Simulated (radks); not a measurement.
Spin polarisation of the 3p3 shell in P. Start: [Ne] 3s2 3p(up 1.5, down 1.5); electrons of 3p are moved from spin down to spin up, other shells keep equal spins. All-electron calculation, scalar-relativistic Kohn-Sham, LDA (Slater exchange, Perdew-Wang correlation), spin-polarised, spherical densities, finite nucleus; Fermi nuclear charge, rms radius of each element as measured or else 0.836 A^(1/3) + 0.57 fm. Program: a radial shooting solver on a logarithmic mesh with Libxc functionals.

moment (Bohr magnetons),E - E(0) (eV),e(3p up) (eV),e(3p down) (eV),3s down minus up (eV),2p down minus up (eV)
0,0.000,-5.597,-5.597,0.000,0.000
0.75,-0.099,-5.837,-5.310,0.596,0.126
1.5,-0.396,-6.033,-4.972,1.200,0.251
2.25,-0.895,-6.182,-4.576,1.814,0.374
3,-1.601,-6.277,-4.116,2.437,0.494

At moment 3 the spin-polarisation energy is -1.601 eV and the 3p exchange splitting 2.161 eV, that is 0.720 eV per Bohr magneton; E = -I m^2/4 would give I = 0.712 eV.
